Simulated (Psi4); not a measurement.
Pair of molecules, SMILES N with SMILES C[SiH3], pulled apart as rigid monomers along the line of their centres of mass from the B3LYP-D3(BJ)/def2-TZVP minimum (SMILES order as in the coordinates).
Starting geometry (charge 0, multiplicity 1):
```xyz
12

N      0.415    -0.625    -0.363
H      1.290    -0.528     0.138
H     -0.093     0.245    -0.256
H     -0.122    -1.347     0.104
C     -0.418     0.592     4.970
Si    -0.136     0.180     3.162
H     -0.990    -0.196     5.465
H     -0.971     1.527     5.075
H      0.532     0.700     5.498
H      0.615    -1.092     3.028
H      0.641     1.254     2.498
H     -1.431     0.034     2.453
```

Method: SAPT0/jun-cc-pV(D+d)Z run with Psi4.

```csv
N1···Si6 (Å),electrostatics (kJ/mol),exchange (kJ/mol),induction (kJ/mol),dispersion (kJ/mol),total
3.29,(withheld),27.4,-2.5,-7.8,4.7
3.66,-4.7,9.0,-0.8,-4.1,-0.7
4.21,-1.4,1.6,(withheld),-1.7,-1.6
```

**Question.** What belongs in the gaps?

**Answer.** 
- 4.21, induction (kJ/mol): -0.2
- 3.29, electrostatics (kJ/mol): -12.3
